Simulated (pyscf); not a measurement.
O=W(=O)(F)–F, singlet

Gas-phase minimum from PySCF at ωB97X-D3(BJ)/def2-SVP, one conformer. 

SMILES: [O]=[W](=[O])([F])[F]
```xyz
5

O      0.3204     0.2873     0.4615
W     -1.1463    -0.4924     0.1610
O     -0.7651    -1.8817    -0.7190
F     -2.2157     0.6120    -0.8866
F     -1.9099    -0.9908     1.7830
```

Bonds (Å): O1–W2 1.688, W2–O3 1.688, W2–F4 1.860, W2–F5 1.861. Angles (°): O1–W2–O3 106.1, O1–W2–F4 109.0, O1–W2–F5 109.0, O3–W2–F4 109.0, O3–W2–F5 109.1, F4–W2–F5 114.5.

Properties at ωB97X-D3(BJ)/def2-SVP:

```json
{
 "harmonic_wavenumbers_unscaled": "179, 222, 259, 259, 370, 723, 730, 1058, 1103 cm⁻¹",
 "zero_point_energy": "7.0 kcal/mol",
 "rotational_symmetry_number": "2",
 "Entropy of this conformer at 298 K and 1 atm, rigid rotor and harmonic oscillator, modes under 100 cm⁻¹ raised to 100": "322.1 J/(mol K)",
 "dipole_moment": "1.68 D"
}
```

Single-point totals, which compare only within one level:

```json
[
 {"level": "ωB97X-D3(BJ)/def2-TZVP", "total energy (hartree)": "-417.65243"},
 {"level": "PBE/def2-TZVP", "total energy (hartree)": "-417.34088"},
 {"level": "r²SCAN/def2-TZVP", "total energy (hartree)": "-417.51471"},
 {"level": "B3LYP-D3(BJ)/def2-TZVP", "total energy (hartree)": "-417.63997"},
 {"level": "PBE0-D3(BJ)/def2-TZVP", "total energy (hartree)": "-417.25106"},
 {"level": "M06-2X/def2-TZVP", "total energy (hartree)": "-417.34909"},
 {"level": "ωB97M-D3(BJ)/def2-TZVP", "total energy (hartree)": "-417.62277"}
]
```

Elements past Kr carry the def2 core potentials, without spin-orbit coupling.
